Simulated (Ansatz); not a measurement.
`C=N[Si](N)(N)F` at its PBE0-D4/def2-TZVP geometry, where that method's forces vanish. The species carries charge 0 and has multiplicity 1.

```xyz
12

C     1.8970   -0.0445   -1.2036
N     0.8094    0.4930   -0.8726
Si   -0.3106   -0.1673    0.2777
N    -1.7894   -0.2230   -0.5339
N    -0.4803    0.6969    1.7252
F     0.2515   -1.5940    0.7606
H     2.2543   -1.0083   -0.8102
H     2.5598    0.4465   -1.9273
H    -2.6327   -0.5517   -0.0970
H    -1.8401   -0.2211   -1.5376
H     0.1543    0.5509    2.4919
H    -0.8733    1.6226    1.7267
```

(1) What forces (eV/Å) does ωB97M-V/def2-TZVPP give on these atoms in Ansatz? (Estimate.)

Answers

(1) Ansatz gave: 
```
C1   0.137 -0.068 -0.046
N2   0.012  0.047 -0.029
Si3 -0.008  0.082 -0.027
N4  -0.067 -0.025 -0.036
N5   0.008  0.046  0.061
F6   0.065 -0.126  0.020
H7  -0.058  0.090 -0.020
H8  -0.071 -0.050  0.070
H9   0.003  0.009 -0.023
H10 -0.010 -0.004  0.018
H11 -0.020  0.014 -0.004
H12  0.009 -0.015  0.017
```
